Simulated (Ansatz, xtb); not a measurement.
The molecule TiF, multiplicity 4 (the spin of the measured ground state). No spin–orbit coupling. Ti is treated without relativity.

Seven points along R, fitted to fifth degree in 1/R; most abundant isotopes. Runs in def2 and cc sets follow the lowest solution found near the PBE0 minimum.

Run with Ansatz (Gaussian orbitals); xtb for the GFN methods. Values without a source in brackets are computed. The GFN methods have no spin term and hold the electronic entropy of 300 K.

D_e counts from each atom's lowest state at the same level, without counterpoise or zero-point energy.

```csv
level,r_e (Å),ω_e (cm⁻¹),ω_e x_e (cm⁻¹),D_e (eV),dipole (D)
GFN2-xTB,1.776,442,7.2,-,-
SVWN5/def2-TZVPP,1.746,714,3.6,7.40,2.67
PBE/def2-TZVPP,1.792,665,3.4,6.50,2.80
r2SCAN/def2-TZVPP,1.798,…,3.3,6.19,2.97
B97M-V/def2-TZVPP,1.805,670,3.3,6.08,2.94
BHLYP/def2-TZVPP,1.824,657,3.1,5.38,3.16
wB97X-V/def2-TZVPP,1.812,658,3.1,6.07,2.91
wB97M-V/def2-TZVPP,…,…,3.1,5.87,2.98
```

Question: Complete the blanks.

Answer: 
- wB97M-V/def2-TZVPP, r_e (Å): 1.813
- wB97M-V/def2-TZVPP, ω_e (cm⁻¹): 655
- r2SCAN/def2-TZVPP, ω_e (cm⁻¹): 674

Measured for the ground state: D_0 5.859 ± 0.34 eV (a handbook's tabulated 298 K bond energy less 3RT/2; such tables hold older values) [Luo, bond dissociation energies, CRC Handbook].

Ansatz is a quantum-chemistry and plane-wave program.
